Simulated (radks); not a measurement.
The chromium ion Cr0.5+, 23.5 electrons, occupied as [Ar] 4s(up 0.5, down 0.5) 3d(up 2.5, down 2) (fractional occupations, a model configuration). Method: scalar-relativistic Kohn-Sham, PBE, spin-polarised, spherical densities, point nucleus; computed with a radial shooting solver on a logarithmic mesh with Libxc functionals.

Normalised radial functions P(r) = r R(r), r in bohr:

r,4s down
0.009271,0.0523
0.01217,0.0634
0.01597,0.0749
0.0208,0.0850
0.0273,0.0920
0.03584,0.0919
0.04704,0.0800
0.06174,0.0516
0.08039,0.0061
0.1055,-0.0560
0.1385,-0.1201
0.1818,-0.1605
0.2386,-0.1459
0.3107,-0.0604
0.4079,0.0851
0.5354,0.2252
0.7027,0.2697
0.9224,0.1589
1.211,-0.0830
1.576,-0.3518
2.069,-0.5567
2.716,-0.6170
3.565,-0.5222
4.679,-0.3364
6.093,-0.1639
7.998,-0.0533
10.5,-0.0106

4s down: eigenvalue -7.352 eV, 3 radial nodes at r = 0.0828, 0.351, 1.11 bohr, <r> = 3.16 bohr, 90 % of the charge inside 4.77 bohr.
